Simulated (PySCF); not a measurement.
Vertical excitations of a molecule CH7ClOSi3 from TDA-PBE/def2-SVPD (PySCF), as energy in eV (oscillator strength): 4.98 (0.008), 5.32 (0.038), 5.50 (0.003), 5.66 (0.068), 6.03 (0.065), 6.11 (0.059), 6.18 (0.032), 6.29 (0.009), 6.33 (0.012), 6.36 (0.012). Lowest triplet (TDA): 4.60 eV. Geometry optimised at PBE0-D3(BJ)/def2-SVP. Other conformers were not sampled.

Q: Pick the molecule that these values belong to.
A. C[Si@@H]1[SiH2]O[Si@@H]1Cl
B. C[Si]1(Cl)[SiH2]O[SiH2]1
C. [SiH3][Si@@]1(Cl)C[SiH2]O1
D. Cl[Si@@H]1OC[SiH2][SiH2]1

A: D, Cl[Si@@H]1OC[SiH2][SiH2]1
